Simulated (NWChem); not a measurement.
Program: NWChem. System: C₃H₈As, charge 0, spin multiplicity 2, at a geometry optimised with UPBE/def2-SVP. The structure started from a generated list of species. Its SCF solution wasn't tested for a lower state. Level: UCAM-B3LYP/def2-TZVP.

Input file:

```
start mol
memory heap 200 mb stack 900 mb global 1100 mb
geometry units angstroms nocenter noautoz
  C      0.421259    -1.730012     0.000000
  As    -0.429125    -0.025575     0.000000
  C      0.536461     0.826188    -1.515922
  C      0.536461     0.826188     1.515922
  H      0.486634    -2.307420    -0.937820
  H      0.486634    -2.307420     0.937820
  H      0.224382     1.886222    -1.591872
  H      0.253745     0.310163    -2.454308
  H      1.633266     0.765934    -1.378414
  H      0.253745     0.310163     2.454308
  H      1.633266     0.765934     1.378414
  H      0.224382     1.886222     1.591872
  symmetry group Cs
end
basis spherical
  * library def2-tzvp
end
dft
  xc xcamb88 1.00 lyp 0.81 vwn_5 0.19 hfexch 1.00
  cam 0.33 cam_alpha 0.19 cam_beta 0.46
  odft
  mult 2
  direct
  iterations 100
end
task dft energy
```

NWChem printed:

```
             Northwest Computational Chemistry Package (NWChem) 7.3.0
             --------------------------------------------------------

                                NWChem Input Module
                                -------------------

 Scaling coordinates for geometry "geometry" by  1.889725989
 (inverse scale =  0.529177249)

 Turning off AUTOSYM since
 SYMMETRY directive was detected!

                             Geometry "geometry" -> ""
                             -------------------------

 Output coordinates in angstroms (scale by  1.889725989 to convert to a.u.)

  No.       Tag          Charge          X              Y              Z
 ---- ---------------- ---------- -------------- -------------- --------------
    1 C                    6.0000     0.42125900    -1.73001200     0.00000000
    2 As                  33.0000    -0.42912500    -0.02557500     0.00000000
    3 C                    6.0000     0.53646100     0.82618800    -1.51592200
    4 C                    6.0000     0.53646100     0.82618800     1.51592200
    5 H                    1.0000     0.48663400    -2.30742000    -0.93782000
    6 H                    1.0000     0.48663400    -2.30742000     0.93782000
    7 H                    1.0000     0.22438200     1.88622200    -1.59187200
    8 H                    1.0000     0.25374500     0.31016300    -2.45430800
    9 H                    1.0000     1.63326600     0.76593400    -1.37841400
   10 H                    1.0000     0.25374500     0.31016300     2.45430800
   11 H                    1.0000     1.63326600     0.76593400     1.37841400
   12 H                    1.0000     0.22438200     1.88622200     1.59187200

 Effective nuclear repulsion energy (a.u.)     276.0195664013

            Nuclear Dipole moment (a.u.)
            ----------------------------
        X                 Y               Z
 ---------------- ---------------- ----------------
     0.0000283459     0.0000132281     0.0000000000

      Symmetry information
      --------------------

 Group name             Cs
 Group number              2
 Group order               2
 No. of unique centers     7

      Symmetry unique atoms

     1    2    3    5    7    8    9


 Summary of "ao basis" -> "" (spherical)
 ------------------------------------------------------------------------------
       Tag                 Description            Shells   Functions and Types
 ---------------- ------------------------------  ------  ---------------------
 *                         def2-tzvp                  on all atoms

                                 NWChem DFT Module
                                 -----------------

 Summary of "ao basis" -> "ao basis" (spherical)
 ------------------------------------------------------------------------------
       Tag                 Description            Shells   Functions and Types
 ---------------- ------------------------------  ------  ---------------------
 C                         def2-tzvp                11       31   5s3p2d1f
 As                        def2-tzvp                16       48   6s5p4d1f
 H                         def2-tzvp                 4        6   3s1p

 Summary of "ao basis" -> "ao basis" (spherical)
 ------------------------------------------------------------------------------
       Tag                 Description            Shells   Functions and Types
 ---------------- ------------------------------  ------  ---------------------
 C                         def2-tzvp                11       31   5s3p2d1f
 As                        def2-tzvp                16       48   6s5p4d1f
 H                         def2-tzvp                 4        6   3s1p

      Symmetry analysis of basis
      --------------------------

        a'        108
        a"         81

  int_init: cando_txs set to always be  F

            General Information
            -------------------
          SCF calculation type: DFT
          Wavefunction type:  spin polarized.
          No. of atoms     :    12
          No. of electrons :    59
           Alpha electrons :    30
            Beta electrons :    29
          Charge           :     0
          Spin multiplicity:     2
          Use of symmetry is: on ; symmetry adaption is: on
          Maximum number of iterations: 100
          This is a Direct SCF calculation.
          AO basis - number of functions:   189
                     number of shells:    81
          Convergence on energy requested:  1.00D-06
          Convergence on density requested:  1.00D-05
          Convergence on gradient requested:  5.00D-04

              XC Information
              --------------
                     Hartree-Fock (Exact) Exchange  1.000
                   CAM-Becke88 Exchange Functional  1.000
                      VWN V Correlation Functional  0.190 local
              Lee-Yang-Parr Correlation Functional  0.810

           Range-Separation Parameters
           ---------------------------
           Alpha           :  0.19
           Beta            :  0.46
           Gamma           :  0.33
           Short-Range HF  :     F

             Grid Information
             ----------------
          Grid used for XC integration:  medium
          Radial quadrature: Mura-Knowles
          Angular quadrature: Lebedev.
          Tag              B.-S. Rad. Rad. Pts. Rad. Cut. Ang. Pts.
          ---              ---------- --------- --------- ---------
          C                   0.70       49          11.0       434
          As                  1.15      112           9.0       590
          H                   0.35       45          12.0       434
[...]
   144     -1.158489   5 H  s               150     -1.158489   6 H  s
    84     -0.555677   3 C  s               115     -0.555677   4 C  s
    93     -0.397216   3 C  pz              124      0.397216   4 C  pz
     4      0.351222   1 C  s                12     -0.351872   1 C  px

                     DFT Final Beta Molecular Orbital Analysis
                     -----------------------------------------

 Vector   27  Occ=1.000000D+00  E=-3.841335D-01  Symmetry=a'
              MO Center=  1.9D-01, -3.5D-01,  2.0D-14, r^2= 3.5D+00
   Bfn.  Coefficient  Atom+Function         Bfn.  Coefficient  Atom+Function
  ----- ------------  ---------------      ----- ------------  ---------------
    48      0.326021   2 As py                7     -0.235411   1 C  py
    42     -0.200369   2 As py               10     -0.171895   1 C  py
    51      0.166241   2 As py               86     -0.126252   3 C  py
   117     -0.126252   4 C  py                6      0.100864   1 C  px
    13     -0.100849   1 C  py              155     -0.094878   7 H  s

 Vector   28  Occ=1.000000D+00  E=-3.711840D-01  Symmetry=a"
              MO Center=  2.3D-01,  4.0D-01,  1.9D-12, r^2= 3.5D+00
   Bfn.  Coefficient  Atom+Function         Bfn.  Coefficient  Atom+Function
  ----- ------------  ---------------      ----- ------------  ---------------
    49      0.318210   2 As pz               87     -0.209598   3 C  pz
   118     -0.209598   4 C  pz               43     -0.197130   2 As pz
    52      0.181196   2 As pz               90     -0.168510   3 C  pz
   121     -0.168510   4 C  pz               93     -0.105396   3 C  pz
   124     -0.105396   4 C  pz              161      0.097050   8 H  s

 Vector   29  Occ=1.000000D+00  E=-2.981241D-01  Symmetry=a'
              MO Center= -4.0D-01, -1.6D-01, -4.2D-16, r^2= 2.9D+00
   Bfn.  Coefficient  Atom+Function         Bfn.  Coefficient  Atom+Function
  ----- ------------  ---------------      ----- ------------  ---------------
    47      0.386794   2 As px               50      0.387499   2 As px
    36     -0.249666   2 As s                41     -0.244887   2 As px
    37     -0.234424   2 As s                 7      0.136359   1 C  py
    35      0.119823   2 As s                10      0.106738   1 C  py
     4      0.101136   1 C  s                85     -0.097879   3 C  px

 Vector   30  Occ=0.000000D+00  E=-2.777563D-02  Symmetry=a'
              MO Center=  3.7D-01, -1.2D+00, -2.1D-15, r^2= 3.4D+00
   Bfn.  Coefficient  Atom+Function         Bfn.  Coefficient  Atom+Function
  ----- ------------  ---------------      ----- ------------  ---------------
    12      0.448663   1 C  px               84     -0.401402   3 C  s
   115     -0.401402   4 C  s                 6      0.302574   1 C  px
     5      0.253841   1 C  s                51      0.248272   2 As py
     9      0.237131   1 C  px              168      0.226664   9 H  s
   180      0.226664  11 H  s                50     -0.223211   2 As px

 Vector   31  Occ=0.000000D+00  E= 7.220359D-02  Symmetry=a"
              MO Center= -4.5D-02,  3.3D-01,  1.3D-14, r^2= 7.2D+00
   Bfn.  Coefficient  Atom+Function         Bfn.  Coefficient  Atom+Function
  ----- ------------  ---------------      ----- ------------  ---------------
    84      3.135508   3 C  s               115     -3.135508   4 C  s
    52      1.804304   2 As pz              168     -0.918060   9 H  s
   180      0.918060  11 H  s               162     -0.825696   8 H  s
   174      0.825696  10 H  s               156     -0.777157   7 H  s
   186      0.777157  12 H  s                93      0.390200   3 C  pz

 Vector   32  Occ=0.000000D+00  E= 7.672885D-02  Symmetry=a'
              MO Center=  6.1D-01,  6.2D-01, -7.4D-15, r^2= 9.4D+00
   Bfn.  Coefficient  Atom+Function         Bfn.  Coefficient  Atom+Function
  ----- ------------  ---------------      ----- ------------  ---------------
    84      2.981140   3 C  s               115      2.981140   4 C  s
   162     -1.364777   8 H  s               174     -1.364777  10 H  s
   156     -1.195470   7 H  s               186     -1.195470  12 H  s
   168     -1.028177   9 H  s               180     -1.028177  11 H  s
   144     -0.622372   5 H  s               150     -0.622372   6 H  s

   alpha - beta orbital overlaps
   -----------------------------

   alpha      1      2      3      4      5      6      7      8      9     10
    beta      1      2      3      4      5      8      6      7      9     10
 overlap   1.000  1.000  1.000  0.999  0.999  1.000  1.000  1.000  1.000  1.000

   alpha     11     12     13     14     15     16     17     18     19     20
    beta     11     12     13     14     15     16     17     18     19     20
 overlap   0.998  0.998  0.998  1.000  1.000  0.990  0.991  0.991  1.000  0.987

   alpha     21     22     23     24     25     26     27     28     29     30
    beta     21     22     23     24     25     26     27     28     29     30
 overlap   0.995  0.995  0.999  1.000  1.000  0.994  0.994  1.000  0.885  0.865

   alpha     31     32     33     34     35     36     37     38     39     40
    beta     31     32     33     34     35     36     37     38     39     40
 overlap   1.000  0.982  0.980  0.993  1.000  0.990  0.986  0.999  0.994  0.998

   alpha     41     42     43     44     45     46     47     48     49     50
    beta     41     42     43     44     45     46     47     48     50     49
 overlap   0.998  0.998  1.000  1.000  0.921  0.698  0.766  0.969  0.945  0.999

   alpha     51     52     53     54     55     56     57     58     59     60
    beta     51     53     52     54     55     56     57     58     59     60
 overlap   0.990  0.982  0.999  1.000  0.952  0.964  0.989  0.999  1.000  0.993

   alpha     61     62     63     64     65     66     67     68     69     70
    beta     61     62     63     64     65     66     67     68     69     70
 overlap   0.992  0.991  0.974  0.966  0.996  0.999  0.998  0.999  0.957  0.958

   alpha     71     72     73     74     75     76     77     78     79     80
    beta     71     72     73     74     75     76     77     78     79     80
 overlap   0.993  0.992  0.996  0.997  0.995  0.998  1.000  0.998  0.992  0.995

   alpha     81     82     83     84     85     86     87     88     89     90
    beta     81     82     83     84     85     86     87     88     89     90
 overlap   1.000  0.999  0.994  0.999  0.991  0.999  0.999  1.000  1.000  0.997

   alpha     91     92     93     94     95     96     97     98     99    100
    beta     91     92     93     94     95     96     97     98     99    100
 overlap   0.988  1.000  0.966  0.999  0.927  0.927  0.999  0.947  1.000  0.958

   alpha    101    102    103    104    105    106    107    108    109    110
    beta    101    102    103    104    105    106    107    108    109    111
 overlap   0.998  0.998  0.999  0.997  0.970  0.998  0.969  0.994  0.999  0.749

   alpha    111    112    113    114    115    116    117    118    119    120
    beta    110    112    113    114    115    116    117    118    119    120
 overlap   0.750  0.998  0.999  0.998  1.000  0.998  0.999  1.000  0.997  0.997

   alpha    121    122    123    124    125    126    127    128    129    130
    beta    121    122    123    124    125    126    127    128    129    130
 overlap   0.998  0.999  0.999  1.000  1.000  1.000  1.000  1.000  1.000  1.000

   alpha    131    132    133    134    135    136    137    138    139    140
    beta    131    132    133    134    135    136    137    138    139    140
 overlap   0.999  0.991  0.990  1.000  1.000  0.998  1.000  0.999  0.996  0.997

   alpha    141    142    143    144    145    146    147    148    149    150
    beta    141    142    143    144    145    146    147    148    149    150
 overlap   1.000  0.998  0.995  0.998  0.996  0.978  0.953  0.928  0.985  0.947

   alpha    151    152    153    154    155    156    157    158    159    160
    beta    151    152    153    154    156    155    157    158    159    160
 overlap   0.986  0.764  0.974  0.757  0.961  0.988  0.995  0.977  0.987  0.982

   alpha    161    162    163    164    165    166    167    168    169    170
    beta    161    162    163    164    165    166    167    168    169    170
 overlap   0.984  0.998  0.981  0.966  0.969  0.995  0.994  0.995  0.999  0.990

   alpha    171    172    173    174    175    176    177    178    179    180
    beta    171    172    173    174    175    176    177    178    179    180
 overlap   1.000  0.992  1.000  0.991  1.000  1.000  1.000  1.000  1.000  1.000

   alpha    181    182    183    184    185    186    187    188    189
    beta    181    182    183    184    185    186    187    188    189
 overlap   1.000  1.000  0.999  0.999  1.000  1.000  1.000  1.000  1.000

     --------------------------
     Expectation value of S2:
     --------------------------
      <S2> =      0.7570 (Exact =     0.7500)

 center of mass
 --------------
 x =  -0.14268288 y =  -0.02426325 z =   0.00000000

 moments of inertia (a.u.)
 ------------------
         534.268849398115         -13.815288561840          -0.000000000000
         -13.815288561840         379.406391143190           0.000000000000
          -0.000000000000           0.000000000000         356.558302961480

     Multipole analysis of the density
     ---------------------------------

     L   x y z        total         alpha         beta         nuclear
     -   - - -        -----         -----         ----         -------
     0   0 0 0     -0.000000    -30.000000    -29.000000     59.000000

     1   1 0 0      0.232319     -0.269122      0.501412      0.000028
     1   0 1 0      0.141212      1.373372     -1.232173      0.000013
     1   0 0 1      0.000000      0.000000      0.000000      0.000000

     2   2 0 0    -31.509181    -47.320571    -43.587341     59.398731
     2   1 1 0     -0.032540     -3.263100     -5.940529      9.171089
     2   1 0 1      0.000000      0.000000      0.000000     -0.000000
     2   0 2 0    -28.557535   -100.297248    -90.029594    161.769306
     2   0 1 1      0.000000      0.000000      0.000000      0.000000
     2   0 0 2    -27.964458   -104.258672   -103.154144    179.448359

 Task  times  cpu:      516.0s     wall:      516.0s

 Total times  cpu:      516.0s     wall:      516.0s
```
